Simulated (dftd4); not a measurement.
C6H12O3 (SMILES CC(C)C(=O)OCCO), singlet, geometry from GFN2-xTB; D4 for tpss run with dftd4.

Here is a job for dftd4.
```
$ dftd4 mol.xyz --func tpss --charge 0 --json dftd4.json --noedisp --property

# file mol.xyz
21

C     -2.71831396    -0.22341919    -0.41558601
C     -1.65727531     0.77938284     0.03311490
C     -2.16185009     1.62501281     1.20512500
C     -0.42085978     0.03334312     0.49577027
O     -0.41322364    -0.88154569     1.27443671
O      0.68590390     0.54839227    -0.06062607
C      1.93508799    -0.04462104     0.29941002
C      2.28929364    -1.16827425    -0.67723367
O      2.54735378    -0.68445114    -1.96915138
H     -2.37867025    -0.78314069    -1.28424188
H     -3.63836792     0.29463573    -0.67401725
H     -2.92183834    -0.92546762     0.38921681
H     -1.37377977     1.43356824    -0.79594479
H     -2.38650144     0.98329029     2.05377804
H     -3.06554193     2.15696284     0.91793921
H     -1.41098636     2.35210438     1.50623167
H      1.86834834    -0.43967602     1.31705996
H      2.67365784     0.75722315     0.24254930
H      1.46945990    -1.90104635    -0.68826013
H      3.20312482    -1.66536177    -0.34679085
H      1.80432803    -0.13080157    -2.23839709
```

Output, abridged:

```
                    ____  _____ _____     ____  _  _
      -------------|  _ \|  ___|_   _|---|  _ \| || |------------
     |             | | | | |_    | | ___ | | | | || |_           |
     |             | |_| |  _|   | ||___|| |_| |__   _|          |
     |             |____/|_|     |_|     |____/   |_|            |
     |             ===================================           |
     |            E. Caldeweyher, S. Ehlert & S. Grimme          |
     |          Mulliken Center for Theoretical Chemistry        |
     |                    University of Bonn                     |
      -----------------------------------------------------------

Rational (Becke-Johnson) damping: tpss-D4-ATM
---------------------
  s6         1.0000
  s8         1.7660
  s9         1.0000
  a1         0.4282
  a2         4.5426
 alp        16.0000
--------------------

Atomic data, radii in Ångström:
------------------------------------------------------
   Z          R(cov)      r4/r2   hardness         EN
------------------------------------------------------
   6 C        1.0000     1.6431     0.4220     2.5500
   8 O        0.8400     1.3725     0.5869     3.4400
   1 H        0.4267     1.0622     0.4726     2.2000
------------------------------------------------------

Atomic reference systems (in atomic units):
----------------------------------------------------------------------------
   Z        #      CN     q+Z       C6(AA)   #      CN     q+Z       C6(AA)
----------------------------------------------------------------------------
   6 C      1  0.0000  6.0000      49.3833   2  0.9189  5.8288      52.1688
            3  1.9079  5.8579      35.6972   4  2.8312  5.7775      35.8445
            5  3.7487  5.7435      28.6317   6  2.9183  5.8956      32.2504
            7  0.8556  6.2103      25.6194
   8 O      1  0.0000  8.0000      15.5711   2  0.8042  7.6453      20.8489
            3  1.6112  7.4012      24.8631   4  0.9798  8.0000      14.9880
   1 H      1  0.0000  1.0000       7.6362   2  0.8942  1.0000       3.0374
----------------------------------------------------------------------------

Atomic properties (in atomic units):
----------------------------------------------------------------------------
     #    Z              CN          q      C6(AA)        C8(AA)   alpha(0)
----------------------------------------------------------------------------
     1    6 C        3.7572    -0.2160     27.7765      803.3454     7.6044
     2    6 C        3.8510    -0.0630     24.2693      701.9100     7.0935
     3    6 C        3.7587    -0.2169     27.7956      803.8984     7.6067
     4    6 C        2.7229     0.2494     24.1093      697.2822     8.0123
     5    8 O        0.8561    -0.4331     22.2810      449.6426     6.3337
     6    8 O        1.7036    -0.3420     19.5854      395.2443     5.9876
     7    6 C        3.6971    -0.0203     23.5878      682.2011     7.0271
     8    6 C        3.6731    -0.0153     23.5506      681.1253     7.0331
     9    8 O        1.6557    -0.4783     22.2575      449.1684     6.3817
    10    1 H        0.9248     0.1102      1.6948       20.4869     2.0358
    11    1 H        0.9249     0.0974      1.8091       21.8688     2.1034
    12    1 H        0.9249     0.1239      1.5825       19.1294     1.9672
    13    1 H        0.9241     0.1142      1.6607       20.0749     2.0153
    14    1 H        0.9248     0.1201      1.6124       19.4918     1.9858
    15    1 H        0.9248     0.0974      1.8085       21.8612     2.1030
    16    1 H        0.9248     0.1118      1.6810       20.3209     2.0276
    17    1 H        0.9241     0.1267      1.5606       18.8654     1.9536
    18    1 H        0.9243     0.1194      1.6181       19.5601     1.9893
    19    1 H        0.9233     0.1279      1.5516       18.7561     1.9480
    20    1 H        0.9243     0.1147      1.6568       20.0278     2.0129
    21    1 H        0.8049     0.2719      0.8121        9.8171     1.4155
----------------------------------------------------------------------------

Molecular properties (in atomic units):
----------------------------------------
 molecular C6                3465.1276
 molecular C8               76088.6578
----------------------------------------

Dispersion energy:      -2.2655546179630E-02 Eh

[Info] JSON dump of results written to 'dftd4.json'
```
